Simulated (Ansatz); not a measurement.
Start from `C[SiH2]S[SiH2]F` and change one atom or group to get `C[SiH2]SSC`.

Ansatz, PBE0-D4/def2-TZVP geometries, multiplicity 1. Each molecule was computed in one conformer, which needn't be the lowest.

| property | `C[SiH2]S[SiH2]F` |
| --- | --- |
| ideal-gas entropy at 298 K and 1 bar (rigid rotor, harmonic PBE0-D4/def2-TZVP) / J/(mol·K) | 388 |
| LUMO energy (ωB97M-V/def2-TZVPP) / eV | 1.79 |
| size of the dipole moment (B3LYP/def2-TZVPP) / D | 0.97 |
| HOMO energy (PBE/def2-TZVPP) / eV | -6.55 |
| size of the dipole moment (ωB97M-V/def2-TZVPP) / D | 0.97 |
| HOMO–LUMO gap (PBE/def2-TZVPP) / eV | 5.69 |

(1) What does the change do to each property? (Estimate.)

## Answers

(1) Computed: 
```csv
property,`C[SiH2]SSC`,shift
"ideal-gas entropy at 298 K and 1 bar (rigid rotor, harmonic PBE0-D4/def2-TZVP) / J/(mol·K)",385,-3
LUMO energy (ωB97M-V/def2-TZVPP) / eV,1.34,-0.45
size of the dipole moment (B3LYP/def2-TZVPP) / D,1.52,0.55
HOMO energy (PBE/def2-TZVPP) / eV,-5.49,1.06
size of the dipole moment (ωB97M-V/def2-TZVPP) / D,1.53,0.56
HOMO–LUMO gap (PBE/def2-TZVPP) / eV,3.81,-1.88
```

With PBE0 the HOMO rises by 1.08 eV and the LUMO falls by 0.71 eV, so the gap narrows by about 1.79 eV. PBE moves the HOMO by 1.06 eV and ωB97M-V by 1.10 eV. The zero-point energy changes by 47.1 kJ/mol with +3 modes. Dipoles are sizes alone; their direction can turn. Modes under 60 cm⁻¹, often nearly free rotors, make the harmonic entropy too high.

B3LYP here is the variant with VWN-RPA as its local correlation; programs differ in this.
